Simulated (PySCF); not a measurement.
Li: excitation energy

Li [He] 2s1 (2S) → Li [He] 3d1 (2D), as a difference of total energies. All numbers are calculated (PySCF 2.14, scalar relativity by spin-free X2C-1e, in aug-cc-pCVTZ-DK (7s6p4d2f, 59 functions)). Correlated levels: valence and next inner shell: nothing frozen. The calculations carry no spin-orbit coupling.

| method | excitation energy (eV) | error (eV) |
| --- | --- | --- |
| UHF | 4.363 | +0.484 |
| MP2 (valence and next inner shell) | 4.393 | +0.514 |
| SCS-MP2 (valence and next inner shell) | 4.389 | +0.510 |
| CCSD (valence and next inner shell) | 4.397 | +0.518 |
| CCSD(T) (valence and next inner shell) | 4.397 | +0.518 |

Reference: 3.879 eV (measured; NIST levels, between the centres of gravity of the two terms).

Errors of the correlated levels include the incompleteness of this basis.

The promoted electron is Rydberg-like, and one or two diffuse shells describe it only roughly, which tends to raise the upper state.
